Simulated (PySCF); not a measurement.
2-fluorocyclopenta-1,3-diene (C5H5F), SMILES C1CC=C(C=1)F.

Geometry: PBE0-D3(BJ)/def2-SVP. One conformer was computed; it need not be the lowest.

Calculation: PBE/def2-TZVP run with PySCF.

Gas-phase values at a fixed geometry.

### Question
Estimate the frontier levels, gap, dipole moment and polarisability. (The exact figures need the calculation; the answer reports its results.)

### Answer

```yaml
highest_occupied_level: -5.40 eV
lowest_empty_level: -1.59 eV
orbital_gap: 3.82 eV
dipole_moment: 0.358 e·Å
quadrupole, principal values (traceless, Buckingham form, about the centre of nuclear charge): -3.31, -0.89, 4.19 D·Å
mean_static_polarisability: 56.3 bohr³ (8.34 Å³)
polarisability_principal_values: 37.8, 62.9, 68.2 bohr³
```
